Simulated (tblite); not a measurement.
C6H11ClSi.
Cartesian coordinates in Å at the GFN2-xTB level; atoms count from 1:
```xyz
19
C6H11ClSi angstrom
C      2.046    1.013   -0.436
C      1.729    0.116    0.754
C      0.804   -1.043    0.362
C     -0.528   -0.570   -0.094
C     -1.149   -0.693   -1.279
Si    -2.746    0.147   -0.744
C     -1.512    0.188    0.758
Cl    -1.985   -0.715    2.232
H      2.552    0.446   -1.215
H      1.132    1.428   -0.856
H      2.692    1.835   -0.134
H      1.256    0.704    1.543
H      2.656   -0.296    1.159
H      1.271   -1.635   -0.429
H      0.660   -1.685    1.237
H     -0.745   -1.151   -2.167
H     -3.081    1.458   -1.296
H     -3.919   -0.687   -0.517
H     -1.144    1.150    1.113
```

Computed with GFN2-xTB (tblite): harmonic, unscaled wavenumbers at the GFN2-xTB geometry, gas phase. The method is semi-empirical: single wavenumbers can be off by several per cent or more. Modes of hydrogen on silicon can be 10 to 20 % off. One conformer, not necessarily the lowest.

Harmonic wavenumbers (cm⁻¹): 25.4, 71.7, 121.5, 141.2, 168.1, 213.5, 249.0, 348.3, 401.2, 434.8, 469.7, 478.6, 560.4, 610.9, 662.4, 742.7, 763.1, 785.8, 820.5, 832.7, 901.5, 908.3, 946.2, 1047.4, 1073.5, 1087.2, 1110.6, 1129.9, 1179.8, 1197.6, 1249.3, 1273.8, 1319.7, 1342.4, 1416.3, 1459.7, 1493.7, 1502.4, 1508.0, 1625.8, 2269.7, 2314.9, 2951.2, 2953.5, 2968.4, 2977.6, 2989.1, 3027.2, 3030.5, 3036.1, 3082.7.

A = 1833, B = 1025, C = 757.0 MHz; mass 146.032 u (most abundant isotopes); point group C1, symmetry number 1.

Q: Zero-point energy?

A: Half the sum of the wavenumbers: 32638 cm⁻¹ = 93.32 kcal/mol.

Q: Entropy at 298.15 K, 1 bar (ideal gas, RRHO, classical rotation)?

A: Translation 40.87, rotation 29.80, vibration 30.15: S = 100.8 cal/(mol K).

Q: And Cp and H(298.15 K) − H(0)?

A: Cp = 39.02 cal/(mol K), of which vibrations give 31.07 (their classical limit is 51 R = 101.3); H(298.15 K) − H(0) = 7.00 kcal/mol without the zero-point energy, 4.63 from vibrations.

Q: What must be added to the electronic energy to get the Gibbs energy at 298.15 K and 1 bar?

A: ZPE + [H(298.15 K) − H(0)] − T·S = 93.32 + 7.00 − 30.06 = 70.26 kcal/mol.

Q: Blend soft modes into free rotors: weight 1/[1 + (100 cm⁻¹/ν̃)⁴] for the oscillator and the rest for a rotor with moment μB/(μ + B), μ = h/(8π²ν), B = 10⁻⁴⁴ kg m². What vibrational entropy results?

A: 27.31 cal/(mol K) in place of 30.15, which changes −T·S at 298.15 K by +0.85 kcal/mol.

Hindered rotation and anharmonicity are outside this model. Other conformers, if any are populated, would add a mixing term that is left out. The structure is chiral; the term R ln 2 for an equal mix with its mirror image is left out.

On one thread of an Arm Neoverse V1, no GPU, on a shared host, this took 0.86 s. The figure is for the frequency step alone.
